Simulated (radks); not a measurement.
Spherical quantum dot in the effective-mass picture: electrons in a parabolic well V = omega^2 r^2 / 2 with omega = 0.631, with a point charge +1 (a donor) at the centre, all in effective atomic units (hartree* = m*/eps^2 hartree, bohr* = eps/m* bohr), one dielectric constant everywhere. Calculated with a radial shooting solver with Libxc functionals: non-relativistic Kohn-Sham, LDA (Slater exchange, Perdew-Wang correlation), spin-polarised, spherical densities. Levels are named by radial order and angular momentum (1s, 1p, 1d, 2s, ...), and open shells are averaged over m. Results are scaled to m* = 0.173 and eps = 5, for which hartree* = 188.3 meV and bohr* = 1.529 nm.

N = 13, configuration 1s2 1p6 1d(up 3, down 0) 2s2. This is the lowest configuration that the search found. Occupied and some empty levels:

level,occupation,eigenvalue (meV),<r> (nm)
1s up,1,978.90,2.612
1s down,1,983.87,2.547
1p up,3,1056.6,3.793
1p down,3,1064.7,3.777
2s up,1,1111.6,3.613
2s down,1,1117.3,3.659
1d up,3,1126.4,4.356
1d down,0,1135.1,4.364
1f up,0,1202.6,4.790
1f down,0,1211.0,4.809
2p up,0,1222.6,4.231
2p down,0,1228.0,4.243
1g up,0,1284.8,5.164
1g down,0,1292.6,5.188

Energy (meV): total 8349.02, kinetic 1409.7, external 1949.0, Hartree 5849.6, exchange-correlation -859.26.
